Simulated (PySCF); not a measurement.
**GdCl: one state, many levels of theory**

State: octet, about 7.1 electrons in the 4f shell (Mulliken). Set-up: Gd x2c-SVPall, Cl x2c-SVPall; spin-free X2C with a Gaussian nucleus (PySCF 2.14). De refers to Gd (4f7 5d1 6s2) + Cl in their high-spin ground configurations, without counterpoise correction. The functionals are run spin-unrestricted. A positive dipole means Gd(−)Cl(+). Levels whose curve was spin-contaminated or gave no clean fit are not listed.

```
       Level  Re (Å)  ωe (cm⁻¹)  De (eV)  μ (D)  CPU s a point (SCF and correlation, without the integrals)
        ROHF   2.487        342      n/a  -3.13                                                          10
    ROHF-MP2   2.388        382      n/a    n/a                                                          14
ROHF-SCS-MP2   2.407        374      n/a    n/a                                                         n/a
         PBE   2.409        353     5.40  -1.96                                                          13
        PBE0   2.408        360     5.17  -2.47                                                         9.1
   CAM-B3LYP   2.421        354     5.17  -2.82                                                          17
      B2PLYP   2.413        365     5.04  -2.71                                                         7.6
```

The bond length runs from 2.388 Å (ROHF-MP2) to 2.487 Å (ROHF). De spans 5.04 eV (B2PLYP, double hybrid) to 5.40 eV (PBE, GGA).

Correlated steps freeze 23 core orbitals. These are scalar-relativistic numbers at best; spin–orbit coupling would shift them, the dissociation energy most. Counting both spins, an empty level lies below a filled one in some of these solutions, because spin and occupation are held. B2PLYP dipoles, levels and charges come from its SCF part alone. The state is the lowest single determinant that the PBE0 search found; with open d or f shells the true ground state can be another one.

The whole job (state search and all levels along the bond) took about 21 min on 2 threads of Arm Neoverse V1 (shared host), peak memory 3.4 GiB.
